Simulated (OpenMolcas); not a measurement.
Consider [Cu2(μ-F)2(Cl)4]2-, a planar model complex in vacuum (2 bridging F, bridge angle 90°, metal-metal distance 2.74 Å, Cu–F 1.94 Å; typed geometry, not optimised).

```xyz
8

Cu    -1.3711     0.0000     0.0000
Cu     1.3711     0.0000     0.0000
F      0.0000     1.3711     0.0000
F      0.0000    -1.3711     0.0000
Cl    -3.0186     1.6476     0.0000
Cl    -3.0186    -1.6476     0.0000
Cl     3.0186     1.6476     0.0000
Cl     3.0186    -1.6476     0.0000
```

Task: Give the energies of the total-spin states at CASSCF(2,2) on the singly occupied d orbitals (ANO-RCC-VDZP, scalar-relativistic DKH2, RICD, no spin-orbit coupling, OpenMolcas), and the exchange constant.

Result: Local spins 1/2 and 1/2.

```csv
total S,E (cm⁻¹),"natural occupations, lowest and highest"
1,0.0,"1.000, 1.000"
0,17.5,"0.995, 1.005"
```

J = 8.7 cm⁻¹ (ferromagnetic).

J is defined by H = −2J S1·S2, so negative values are antiferromagnetic. Wave-function values come from the highest and lowest total spin; broken-symmetry values use Yamaguchi's formula with the computed ⟨S²⟩. The active space holds the singly occupied metal orbitals alone, without bridging-ligand orbitals. No row is a measured value.
